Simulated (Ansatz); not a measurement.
Gas-phase electronic energies from Ansatz, PBE0-D4/def2-TZVP geometries. CBS: MP2 limit from def2 TZ/QZ plus the TZ coupled-cluster correction, frozen cores. DFT in def2-TZVPP. B3LYP here is the variant with VWN-RPA as its local correlation; programs differ in this. For Ge outer-core shells are correlated without core-valence functions, which leaves a few kJ/mol of doubt a bond. Scalar relativity is left out up to krypton.

Reaction (formal exchange of groups at a Ge–C bond): `F[CH](F)[GeH3]` + `CN(C)[SiH3]` → `C[N]([SiH3])[GeH3]` + `CC(F)F`

Is it downhill or uphill in electronic energy at CCSD(T)/CBS, and by how much? (An estimate is asked.)

The calculation gave: Downhill: ΔE = -108.1 kJ/mol.

What do these levels give: revPBE-D4, B97M-V, B3LYP-D4, r2SCAN, HF/def2-QZVPP, HF/CBS(def2)? (Estimate.)

Computed: revPBE-D4 -89.1, B97M-V -107.3, B3LYP-D4 -98.0, r2SCAN -101.2, HF/def2-QZVPP -115.3, HF/CBS(def2) -115.3 kJ/mol.

Largest T1 diagnostic among the species: 0.012.

From BLYP to BHLYP (50 % exact exchange), in def2-TZVPP and without D4, ΔE moves by −17.1 kJ/mol. Leaving LDA and LC-ωPBE aside and taking each functional with its dispersion term where it has one, the values, not all of them listed here, spread over 19.9 kJ/mol, from PBE-QIDH to revPBE-D4.
